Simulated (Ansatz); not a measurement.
Frontier orbitals of `[NH2][Al]([SiH3])[SiH2]O`.

The species carries charge 0 and has multiplicity 1. The structure was optimised at the PBE0-D4/def2-TZVP level. It is one conformer, not always the lowest. Basis def2-TZVPP, the Gaussian-basis code of Ansatz.

```tsv
functional	HOMO (eV)	LUMO (eV)	gap (eV)
PBE	-5.73	-2.22	3.51
r2SCAN	-5.95	-2.05	3.90
B97M-V	-6.02	-2.20	3.82
PBE0	-6.81	-1.50	5.31
B3LYP	-6.62	-1.65	4.97
r2SCANh	-6.35	-1.80	4.55
r2SCAN0	-6.95	-1.42	5.53
ωB97M-V	-8.74	0.17	8.91
HF	-9.27	1.30	10.57
```

Against PBE, PBE0 changes HOMO and LUMO by −1.08 and +0.72 eV, ωB97M-V by −3.01 and +2.39 eV. A gap of 3.51 eV thus becomes 8.91 eV for the same molecule, so an orbital gap means little without its functional. A positive LUMO is unbound and depends on the basis.

B3LYP here is the variant with VWN-RPA as its local correlation; programs differ in this.
